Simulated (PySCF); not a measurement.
PBE0-D3(BJ)/def2-SVP geometry optimisation, IEF-PCM water with PySCF 2.14 and geomeTRIC: [Cu(SeH)4]2-, charge -2, multiplicity 2. Start (model start, shaken):

```
9

Cu    0.0000    0.0045   -0.0041
Se    1.5760    1.5825    1.0332
H     0.7059    2.7757    1.1337
Se   -1.5986   -1.5820    1.0534
H    -0.7034   -2.7696    1.1406
Se   -1.5789    1.5692   -1.0550
H    -2.7841    0.6857   -1.1687
Se    1.5858   -1.6083   -1.0440
H     2.7580   -0.7078   -1.1788
```

```tsv
step	E − E(start) / kcal mol⁻¹	largest force / Eh bohr⁻¹
0	0.00	0.00829
1	-1.27	0.00422
2	-2.10	0.00719
3	-2.54	0.00381
4	-2.92	0.00042
5	-2.96	0.00030
6	-2.97	0.00014
7	-2.97	0.00007
```

The optimisation met its thresholds. End point:

```
9

Cu   -0.0046   -0.0059   -0.0103
Se    1.6213    1.6523    0.7132
H     0.7484    2.8294    0.8848
Se   -1.6302   -1.6631    0.7165
H    -0.7550   -2.8369    0.8988
Se   -1.6624    1.6190   -0.7363
H    -2.8384    0.7455   -0.9126
Se    1.6532   -1.6326   -0.7336
H     2.8283   -0.7580   -0.9101
```

Metal–donor distances, start → end: Se2 2.460 → 2.432 Å, Se4 2.488 → 2.433 Å, Se6 2.459 → 2.432 Å, Se8 2.489 → 2.433 Å.

No frequencies were computed, so the end point may be a saddle point.

The job took 10 min on one thread of Intel Xeon Platinum 8259CL @ 2.50GHz (shared host), with 179 basis functions and a peak of 1.5 GiB, launched as `OMP_NUM_THREADS=1 python lf_run.py task.json out`.
